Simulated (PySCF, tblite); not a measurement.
Species: C5H9FSi.
Geometry (GFN2-xTB, Å), atoms numbered from 1 in this order:
```xyz
16
C5H9FSi angstrom
F     -2.5677    0.1094   -1.5108
C     -2.0921   -0.4736   -0.3583
C     -1.7337    0.5970    0.6616
C     -0.5179    1.4162    0.2086
C      0.6853    0.6074    0.1884
C      1.6680   -0.0906    0.1796
Si     3.1777   -1.1495    0.1624
H     -1.2135   -1.0630   -0.6406
H     -2.8878   -1.1303    0.0081
H     -1.5217    0.1087    1.6141
H     -2.5912    1.2607    0.7903
H     -0.3680    2.2604    0.8874
H     -0.7016    1.8117   -0.7946
H      3.9740   -0.8102   -1.0194
H      3.9369   -0.8955    1.3901
H      2.7455   -2.5500    0.1091
```

The calculation used wB97X-D/def2-SVPD in PySCF (dipole) on a GFN2-xTB geometry, gas phase.

Masses are those of the commonest isotopes; rigid-rotor values at the optimised geometry. The values belong to one conformer with, in the numbering `[F:1][CH2:2][CH2:3][CH2:4][C:5]#[C:6][SiH3:7]`, F1–C2–C3–C4 -68°, C2–C3–C4–C5 -67°.

(1) What are A, B and C (cm⁻¹)?

(2) Classify the top.

(3) What does the inertial defect say?

(4) Give the other two planar moments, Paa and Pbb, and the rms extents of the mass along the axes.

(5) Where do the levels up to J = 2 lie, in K?

(6) Which lines would a microwave search look for?

(7) Estimate the classical rotational partition function at 25 K, 50 K and 298.15 K.

## Answers

(1) Ia = 109.46, Ib = 666.78, Ic = 717.46 u·Å²; 505379 MHz·u·Å²/I gives 4617, 757.9 and 704.4 MHz, that is A = 0.15401, B = 0.02528, C = 0.02350 cm⁻¹.

(2) A near-prolate asymmetric top. Ray's parameter κ = (2B − A − C)/(A − C) = -0.973; −1 is the prolate and +1 the oblate limit.

(3) Not planar: Δ = Ic − Ia − Ib = -58.78 u·Å². For a rigid frame Δ = −2 Σ m c², so Σ m c² = 29.39 u·Å² lies off the ab plane: 10.53 from hydrogen and 18.86 from heavier atoms. The atom farthest from that plane is 1.69 Å away.

(4) Paa = Σ m a² = (Ib + Ic − Ia)/2 = 637.39 and Pbb = Σ m b² = (Ia + Ic − Ib)/2 = 80.07 u·Å². With the mass M = 116.05 u, the rms extents √(P/M) along a, b and c are 2.34, 0.83, 0.50 Å.

(5) Above 0(0,0), as E/k:
J = 1: 1(0,1) 0.070, 1(1,1) 0.255, 1(1,0) 0.258
J = 2: 2(0,2) 0.211, 2(1,2) 0.393, 2(1,1) 0.401, 2(2,1) 0.957, 2(2,0) 0.957
The levels of one J sum to (2J + 1)J(J + 1)(A + B + C)/3.

(6) The dipole components are |μa| = 0.01 D, |μb| = 0.93 D, |μc| = 1.36 D. Intensities carry the squares of the components, which stand as 0.00 : 0.47 : 1.00 (a : b : c). Some lines, for components of 0.1 D or more:

```csv
type,branch,"J(Ka,Kc)",MHz,lower level (cm⁻¹)
b,R,"3(0,3) ← 2(1,2)",579,0.273
c,Q,"3(1,3) ← 3(0,3)",3728,0.293
b,Q,"2(1,1) ← 2(0,2)",3967,0.146
b,R,"1(1,1) ← 0(0,0)",5321,0.000
b,R,"2(1,2) ← 1(0,1)",6730,0.049
b,R,"3(1,3) ← 2(0,2)",8113,0.146
c,R,"3(1,2) ← 2(0,2)",8434,0.146
c,R,"4(1,3) ← 3(0,3)",10004,0.293
b,Q,"3(2,1) ← 3(1,2)",11500,0.428
b,Q,"2(2,0) ← 2(1,1)",11578,0.279
b,Q,"2(2,1) ← 2(1,2)",11738,0.273
b,R,"2(2,1) ← 1(1,0)",14556,0.179
c,R,"2(2,0) ← 1(1,0)",14556,0.179
b,R,"2(2,0) ← 1(1,1)",14610,0.178
b,R,"3(2,1) ← 2(1,2)",16128,0.273
b,R,"4(2,2) ← 3(1,3)",17676,0.417
b,Q,"4(3,1) ← 4(2,2)",19423,1.007
c,Q,"3(3,1) ← 3(2,1)",19427,0.811
b,Q,"3(3,0) ← 3(2,1)",19427,0.811
b,Q,"4(3,2) ← 4(2,3)",19431,1.006
c,R,"3(3,1) ← 2(2,1)",23817,0.665
b,R,"3(3,0) ← 2(2,1)",23817,0.665
c,R,"4(3,2) ← 3(2,2)",25280,0.811
b,Q,"4(4,1) ← 4(3,2)",27200,1.654
b,R,"4(4,1) ← 3(3,0)",33051,1.459
c,R,"4(4,0) ← 3(3,0)",33051,1.459
```

(7) Point group C1, symmetry number σ = 1; q = (√π/σ)·√((kT/h)³/(ABC)), k/h = 20836.6 MHz/K: 13400 at 25 K, 38000 at 50 K, 553000 at 298.15 K.

Its lowest GFN2-xTB frequency is 15 cm⁻¹, too small to tell a flat minimum from a shallow saddle. No vibrational averaging or centrifugal distortion is included, and the geometry carries the error of its method. A rigid rotor knows nothing of internal rotation, which can split or shift real lines.

The run took 86 s (grids of density and orbitals included) on an Arm Neoverse N1 with one thread, no GPU, shared host with 64 logical CPUs at a one-minute load of 58, and the process peaked at 0.90 GiB of memory. This is the wB97X-D/def2-SVPD job that gave the dipole, with the excitations it also computed.
